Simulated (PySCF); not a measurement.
## From a computed spectrum to the compound

A species of 3 atoms with charge 1 has these harmonic modes (PBE0, small Gaussian bases with core potentials, PySCF 2.14.0):

```csv
cm⁻¹,km/mol,symmetry
495,63.8,a1
1641,406.6,b2
1672,145.6,a1
```

Problem. Which species is it, and in which structure?

Solution. [GdH2]+ (singlet in the valence; each metal's 4f electrons, 7 of them, lie in its core potential, out of spins and levels):
```xyz
3

Gd    0.0000    0.0000   -0.0148
H     1.5312    0.0000    1.1564
H    -1.5312    0.0000    1.1564
```
Ideal gas at 298.15 K and 1 bar: S = 254.0 J/(mol K), Cp = 38.9 J/(mol K), H − H(0 K) = 10.5 kJ/mol (rigid rotor, harmonic modes, spin degeneracy alone, that of the 4f electrons in the core included). An lcecp potential fixes the number of 4f electrons, so in runs with it no electron can move into or out of that shell.
 The answer isn't unique; the calculation gave this one.
